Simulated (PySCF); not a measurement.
**PySCF run on GaB**

The script input.py:

```python
from pyscf import gto, dft
from pyscf.prop.polarizability import uhf as pol

mol = gto.M(
    atom='Ga 0 0 0; B 0 0 2.02',
    basis='lanl2dz',
    ecp={'Ga': 'lanl2dz'},
    charge=0,
    spin=2,
    verbose=4,
)
mf = dft.UKS(mol, xc='blyp')
mf.kernel()
print('polarizability (a.u.)')
print(pol.Polarizability(mf).polarizability().round(4))
mf.dip_moment()
print('orbital energies (hartree):', [e[max(0, n-3):n+3].round(4) for e, n in zip(mf.mo_energy, mol.nelec)])
```

```bash
$ OMP_NUM_THREADS=1 python input.py
```

Output (some set-up lines and the per-cycle HOMO/LUMO lines with their warnings removed):

```
PySCF version 2.14.0

[INPUT] Symbol           X                Y                Z      unit          X                Y                Z       unit  Magmom
[INPUT]  1 Ga     0.000000000000   0.000000000000   0.000000000000 AA    0.000000000000   0.000000000000   0.000000000000 Bohr   0.0
[INPUT]  2 B      0.000000000000   0.000000000000   2.020000000000 AA    0.000000000000   0.000000000000   3.817246771621 Bohr   0.0

nuclear repulsion = 3.92953374445545
number of shells = 9
number of NR pGTOs = 37
number of NR cGTOs = 17
basis = lanl2dz
ecp = {'Ga': 'lanl2dz'}

******** <class 'pyscf.dft.uks.UKS'> ********
method = UKS
initial guess = minao
damping factor = 0
level_shift factor = 0
DIIS = <class 'pyscf.scf.diis.CDIIS'>
SCF conv_tol = 1e-09
SCF max_cycles = 50
number electrons alpha = 5  beta = 3
XC functionals = blyp

grids dens level: 3
tot grids = 34952
init E= -16.9611855878434

cycle= 1 E= -26.3998299532523  delta_E= -9.44  |g|= 0.437  |ddm|= 1.75
cycle= 2 E= -25.4977156487322  delta_E= 0.902  |g|= 0.718  |ddm|= 2.01
cycle= 3 E= -26.702046914043  delta_E= -1.2  |g|= 0.0558  |ddm|= 1.59
cycle= 4 E= -26.700082325491  delta_E= 0.00196  |g|= 0.0705  |ddm|= 0.304
cycle= 5 E= -26.7065011243161  delta_E= -0.00642  |g|= 0.0338  |ddm|= 0.109
cycle= 6 E= -26.7070709110762  delta_E= -0.00057  |g|= 0.0266  |ddm|= 0.0169
cycle= 7 E= -26.7080760105744  delta_E= -0.00101  |g|= 0.00202  |ddm|= 0.0575
cycle= 8 E= -26.7080812937095  delta_E= -5.28e-06  |g|= 0.000447  |ddm|= 0.00428
cycle= 9 E= -26.7080816053176  delta_E= -3.12e-07  |g|= 0.000208  |ddm|= 0.00174
cycle= 10 E= -26.7080816619024  delta_E= -5.66e-08  |g|= 4.03e-05  |ddm|= 0.0003
cycle= 11 E= -26.7080816693598  delta_E= -7.46e-09  |g|= 8.44e-06  |ddm|= 0.000292
cycle= 12 E= -26.7080816706496  delta_E= -1.29e-09  |g|= 2.52e-07  |ddm|= 0.000204
cycle= 13 E= -26.70808167065  delta_E= -4.83e-13  |g|= 2.04e-08  |ddm|= 3.89e-06
Extra cycle  E= -26.70808167065  delta_E= -7.11e-15  |g|= 7.06e-08  |ddm|= 1.83e-07
converged SCF energy = -26.70808167065  <S^2> = 2.0256432  2S+1 = 3.017047
polarizability (a.u.)
Isotropic polarizability 64.4028546781
Polarizability anisotropy 36.156094621
[[52.3508  0.     -0.    ]
 [ 0.     52.3508  0.    ]
 [-0.      0.     88.5069]]
Dipole moment(X, Y, Z, Debye): -0.00000,  0.00000, -1.63437
orbital energies (hartree): [array([-0.2643, -0.1691, -0.1691, -0.1507, -0.0572, -0.0572]), array([-6.5926, -0.3887, -0.2361, -0.1324, -0.1249, -0.1249])]
```

In short: E(SCF) = -26.708082 Eh, 13 cycles, ⟨S²⟩ = 2.026, μz(SCF) = -1.63 D, α(xx, yy, zz) = 52.4, 52.4, 88.5 bohr³.

Run time: 4.1 s on 1 thread of Arm Neoverse N1 (shared host).

The bond length is a typed value, not an optimised one. No search for the lowest solution was made.
